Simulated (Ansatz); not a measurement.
Relaxation of the cluster Na3Sn⁻ with RKS r2SCAN-D4/def2-TZVPD.

```sh
$ ansatz run in.yaml --threads 4 --pin off --events-out ev --progress --plain --max-ram 3916MiB
```

```yaml
crystal:
  periodic: [false, false, false]
  atoms:
    - {symbol: Na, position_ang: [0.374320, -1.677930, 0.723830]}
    - {symbol: Na, position_ang: [0.318000, 1.368900, 1.236720]}
    - {symbol: Na, position_ang: [0.899960, 0.277660, -1.621370]}
    - {symbol: Sn, position_ang: [-1.592280, 0.031370, -0.339190]}
basis:
  gaussian: {orbitals: def2-TZVPD}
total_charge: -1
hamiltonian: {xc: r2scan, dispersion: d4}
scf: {lower_state_search: "off"}
output: {orbitals: {seedname: orbitals}}
relax: {f_tol: 0.02, max_steps: 100}
```

Run time 11 s (4 threads of Arm Neoverse V2 on a shared host).

Positions (Å) and forces (eV/Å) at steps 1, 2, 3, 4, 5 of 5:

```xyz
4
step=1 energy=-19081.1022 eV
Na    0.374   -1.678    0.724    0.157   -0.836    0.349
Na    0.318    1.369    1.237    0.133    0.679    0.588
Na    0.900    0.278   -1.621    0.417    0.144   -0.790
Sn   -1.592    0.031   -0.339   -0.706    0.013   -0.147
4
step=2 energy=-19081.3393 eV
Na    0.370   -1.787    0.764    0.013   -0.431    0.165
Na    0.311    1.458    1.309    0.002    0.353    0.287
Na    0.930    0.297   -1.730    0.148    0.077   -0.420
Sn   -1.611    0.032   -0.343   -0.164    0.002   -0.033
4
step=3 energy=-19081.4703 eV
Na    0.335   -1.939    0.814   -0.016   -0.129    0.045
Na    0.273    1.585    1.402   -0.020    0.106    0.080
Na    0.944    0.325   -1.888    0.023    0.024   -0.128
Sn   -1.552    0.029   -0.329    0.013    0.000    0.003
4
step=4 energy=-19081.4882 eV
Na    0.275   -2.121    0.872    0.004    0.054   -0.020
Na    0.206    1.736    1.515    0.007   -0.045   -0.039
Na    0.941    0.357   -2.085   -0.013   -0.009    0.059
Sn   -1.423    0.027   -0.302    0.001    0.000    0.001
4
step=5 energy=-19081.4945 eV
Na    0.293   -2.065    0.852    0.004    0.003   -0.001
Na    0.228    1.690    1.475    0.004   -0.003   -0.002
Na    0.942    0.350   -2.019    0.002   -0.001    0.005
Sn   -1.463    0.026   -0.309   -0.010    0.000   -0.002
```

In the def2 sets Sn takes a core potential; there is no spin–orbit coupling. The highest occupied level of the charge -1 singlet lies above zero (up to 0.20 eV). The electron is either unbound and held by the finite basis, or the level is raised by self-interaction error. The structure comes from a short search, and lower isomers may exist.
